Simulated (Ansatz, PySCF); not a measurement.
Process, species as SMILES: CC (C2H6) -> [CH2]C + H atom (the C-H bond at the site shown breaks; other sites are not compared here)
Geometries: B3LYP-D3(BJ)/def2-TZVP minima from Ansatz (a quantum-chemistry and plane-wave program).
Geometry of the first species:
```
C
H 1 1.0919
H 1 1.0919 2 107.56
H 1 1.0919 2 107.56 3 -115.60
C 1 1.5262 2 111.32 4 -122.20
H 5 1.0919 1 111.32 2 180.00
H 5 1.0919 6 107.56 1 122.20
H 5 1.0919 6 107.56 7 115.60
```

Quantity: bond dissociation energy (electronic energy difference), in kcal/mol. Correlated levels leave the core frozen unless marked. Open shells are spin-unrestricted. Spin-orbit coupling is left out. No relativistic terms. FCI takes restricted orbitals. Basis-set limits of correlation are two-point, X^-3; Hartree-Fock from the larger set. The bracket is a focal-point correction in the basis named.

| level | program | bond dissociation energy (kcal/mol) | minus last row |
|---|---|---|---|
| HF/def2-TZVPPD | Ansatz | 82.8 | -26.6 |
| BLYP-D4/def2-TZVPD | Ansatz + dftd4 | 105.3 | -4.1 |
| revPBE/def2-TZVPD | Ansatz | 102.7 | -6.7 |
| BP86-D3(BJ)/def2-TZVPD | PySCF + dftd3 | 107.6 | -1.8 |
| BP86-D4/def2-TZVPD | PySCF + dftd4 | 107.5 | -1.9 |
| PBE0/6-31G* | Ansatz | 106.6 | -2.8 |
| PBE0/def2-SVP | Ansatz | 105.1 | -4.3 |
| PBE0-D4/def2-TZVP | Ansatz + dftd4 | 104.9 | -4.5 |
| r2SCAN0-D4/def2-TZVPD | Ansatz + dftd4 | 103.1 | -6.3 |
| HSE06-D4/def2-TZVPD | Ansatz + dftd4 | 104.9 | -4.5 |
| LC-wPBE-D4/def2-TZVPD | Ansatz + dftd4 | 104.7 | -4.7 |
| B2GP-PLYP-D3(BJ)/def2-TZVPD | Ansatz + dftd3 | 106.4 | -3.0 |
| B2PLYP-D3(BJ)/def2-TZVPD | Ansatz + dftd3 | 106.4 | -3.0 |
| MP2/6-31G | Ansatz | 97.1 | -12.3 |
| MP2/def2-TZVPP | Ansatz | 107.5 | -1.9 |
| RI-MP2/def2-TZVPP | Ansatz | 107.5 | -1.9 |
| RI-MP2/CBS(def2-TZVPP,def2-QZVPP) | Ansatz | 109.0 | -0.4 |
| SCS-MP2/def2-SVP | Ansatz | 106.4 | -3.0 |
| CCSD/def2-SVP | Ansatz | 105.3 | -4.1 |
| FCI/STO-3G | Ansatz | 125.0 | 15.6 |
| RI-MP2/CBS(def2-TZVPPD,def2-QZVPPD)+[CCSD(T)-MP2]/def2-TZVPPD | Ansatz | 109.4 | 0.0 |
